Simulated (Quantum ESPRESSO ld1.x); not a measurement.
Problem. The mean radii <r> (bohr) of the occupied orbitals of an atom or ion are listed with their occupations. Method: non-relativistic Kohn-Sham, PBE, spin-unpolarised, spherical densities, point nucleus; computed with ld1.x of Quantum ESPRESSO 7.5.

orbital  occ.      <r>
1s          2  0.09088
2s          2   0.3952
2p          1   0.3434

Name the element and its charge.

Solution. Z = 17, chlorine, charge +12: Cl12+ in [He] 2s2 2p1. The 1s radius gives Z: for a bare nucleus <r> = 1.5/Z, 0.08824 bohr for Z = 17, and screening makes it slightly larger (0.09088 here). The occupations add up to 5, and the charge is Z minus that.
